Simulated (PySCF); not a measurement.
Job file and geometry (Å, from GFN2-xTB) of an NMR shielding run on SMILES BCOC(=C)C#C, C5H7BO, PySCF, GIAO PBE0/pcSseg-1 NMR shielding, non-relativistic, gas phase; density fitting, a coarse starting grid and PySCF grid level 2 are the driver's defaults:

```
$ OMP_NUM_THREADS=1 python probes_run.py task.json out

{"job": {"kind": "nmr", "xc": "PBE0", "basis": "pcSseg-1"}, "charge": 0, "multiplicity": 1}
B     -2.781081     0.059975     0.549478
C     -1.330028    -0.510230     0.369958
O     -0.322031     0.486689     0.387546
C      0.968157     0.083988     0.231208
C      1.421751    -1.159096     0.050877
C      1.876517     1.181101     0.275295
C      2.628635     2.114894     0.310952
H     -3.660102    -0.707491     0.561754
H     -2.966920     1.204247     0.659532
H     -1.119599    -1.256319     1.154268
H     -1.274461    -1.069756    -0.579373
H      2.476636    -1.328494    -0.057551
H      0.785597    -2.023750     0.005881
H      3.296252     2.923769     0.338034
```

Q: Write the output of this run.

A: 
```
coarse grid: 11944 points
cycle   1  E = -294.1677069121  dE =  9.200e-01  |g| = 5.586e-01  |ddm| = 3.444e+00
cycle   2  E = -294.1437371346  dE =  2.397e-02  |g| = 6.924e-01  |ddm| = 1.222e+00
cycle   3  E = -294.2306384466  dE = -8.690e-02  |g| = 1.247e-01  |ddm| = 6.792e-01
cycle   4  E = -294.2333029250  dE = -2.664e-03  |g| = 4.147e-02  |ddm| = 1.124e-01
cycle   5  E = -294.2336321583  dE = -3.292e-04  |g| = 1.797e-02  |ddm| = 4.508e-02
cycle   6  E = -294.2337171668  dE = -8.501e-05  |g| = 3.448e-03  |ddm| = 1.831e-02
cycle   7  E = -294.2337188065  dE = -1.640e-06  |g| = 2.452e-03  |ddm| = 3.844e-03
final grid: 116064 points
cycle   8  E = -294.2868663008  dE = -3.398e-05  |g| = 1.296e-02  |ddm| = 6.324e-02
cycle   9  E = -294.2867992982  dE =  6.700e-05  |g| = 2.239e-02  |ddm| = 2.456e-02
cycle  10  E = -294.2868974662  dE = -9.817e-05  |g| = 2.938e-03  |ddm| = 1.796e-02
cycle  11  E = -294.2868997024  dE = -2.236e-06  |g| = 6.991e-04  |ddm| = 2.802e-03
cycle  12  E = -294.2868998010  dE = -9.859e-08  |g| = 2.085e-04  |ddm| = 6.860e-04
cycle  13  E = -294.2868998100  dE = -9.000e-09  |g| = 8.085e-05  |ddm| = 2.204e-04
cycle  14  E = -294.2868998117  dE = -1.661e-09  |g| = 1.727e-05  |ddm| = 7.014e-05
cycle  15  E = -294.2868998118  dE = -6.901e-11  |g| = 4.978e-06  |ddm| = 1.633e-05
converged SCF energy = -294.2868998118

GIAO shielding tensors (ppm)
atom      isotropic    diamagn.    paramagn.     s11        s22        s33       span
  0 B       12.342     190.080    -177.738    -61.732    -28.614    127.372    189.105
  1 C      111.796     248.555    -136.760     86.479    106.614    142.294     55.814
  2 O      196.127     401.703    -205.577     83.890    235.233    269.258    185.368
  3 C       33.325     252.391    -219.067    -72.701     68.418    104.257    176.958
  4 C       89.275     256.054    -166.780     -7.440    104.188    171.076    178.516
  5 C      101.711     249.933    -148.222     -0.757      7.560    298.330    299.087
  6 C      103.335     258.794    -155.459     40.637     48.314    221.054    180.416
  7 H       23.892      28.274      -4.383     16.500     26.992     28.183     11.683
  8 H       23.551      28.910      -5.359     15.708     27.230     27.715     12.007
  9 H       27.398      29.979      -2.581     23.631     25.527     33.037      9.406
 10 H       27.448      30.866      -3.418     23.695     25.628     33.021      9.326
 11 H       26.769      29.569      -2.800     24.904     25.255     30.148      5.245
 12 H       27.218      32.013      -4.796     24.663     25.025     31.965      7.302
 13 H       29.302      33.773      -4.471     24.976     25.291     37.638     12.662
```

Size and cost of the density-fitted run: 154 basis functions, 18 s wall time on 1 thread of an Arm Neoverse V1, shared host; peak memory 0.71 GiB.
